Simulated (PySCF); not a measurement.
**Fe (iron, neutral) across methods**

[Ar] 3d5 4s2 5s1, high-spin 7S determinant (an excited configuration). Computed with PySCF 2.14 in x2c-QZVPPall with one added diffuse shell each of s, p, d, f, g type (12s8p6d5f3g, 128 functions), with the spin-free X2C one-electron Hamiltonian (Gaussian nucleus).

```json
{"method": "UHF", "E (hartree)": "-1271.15440", "mean ε 4s α (eV)": "-13.381", "mean ε 4s β (eV)": "-11.874", "mean ε 5s α (eV)": "-2.533", "Σ⟨r²⟩ (bohr²)": "103.1", "⟨S²⟩": "12.007"}
{"method": "PBE0", "E (hartree)": "-1272.116", "mean ε 4s α (eV)": "-11.480", "mean ε 4s β (eV)": "-10.249", "mean ε 5s α (eV)": "-2.035", "Σ⟨r²⟩ (bohr²)": "95.52", "⟨S²⟩": "12.004"}
{"method": "PBE", "E (hartree)": "-1272.084", "mean ε 4s α (eV)": "-10.626", "mean ε 4s β (eV)": "-9.409", "mean ε 5s α (eV)": "-1.762", "Σ⟨r²⟩ (bohr²)": "93.83", "⟨S²⟩": "12.004"}
{"method": "TPSSh", "E (hartree)": "-1272.330", "mean ε 4s α (eV)": "-10.977", "mean ε 4s β (eV)": "-9.706", "mean ε 5s α (eV)": "-1.834", "Σ⟨r²⟩ (bohr²)": "94.80", "⟨S²⟩": "12.006"}
{"method": "revPBE", "E (hartree)": "-1272.232", "mean ε 4s α (eV)": "-10.535", "mean ε 4s β (eV)": "-9.346", "mean ε 5s α (eV)": "-1.772", "Σ⟨r²⟩ (bohr²)": "94.00", "⟨S²⟩": "12.005"}
{"method": "r2SCAN", "E (hartree)": "-1272.298", "mean ε 4s α (eV)": "-10.759", "mean ε 4s β (eV)": "-9.590", "mean ε 5s α (eV)": "-1.753", "Σ⟨r²⟩ (bohr²)": "93.55", "⟨S²⟩": "12.012"}
{"method": "LDA", "E (hartree)": "-1269.776", "mean ε 4s α (eV)": "-10.882", "mean ε 4s β (eV)": "-9.671", "mean ε 5s α (eV)": "-1.729", "Σ⟨r²⟩ (bohr²)": "93.63", "⟨S²⟩": "12.003"}
{"method": "wB97M-V", "E (hartree)": "-1272.235", "mean ε 4s α (eV)": "-13.482", "mean ε 4s β (eV)": "-12.431", "mean ε 5s α (eV)": "-2.450", "Σ⟨r²⟩ (bohr²)": "92.31", "⟨S²⟩": "12.002"}
```

The outer electron is Rydberg-like, and this basis confines it to a smaller radius and binds it less than a complete one would.
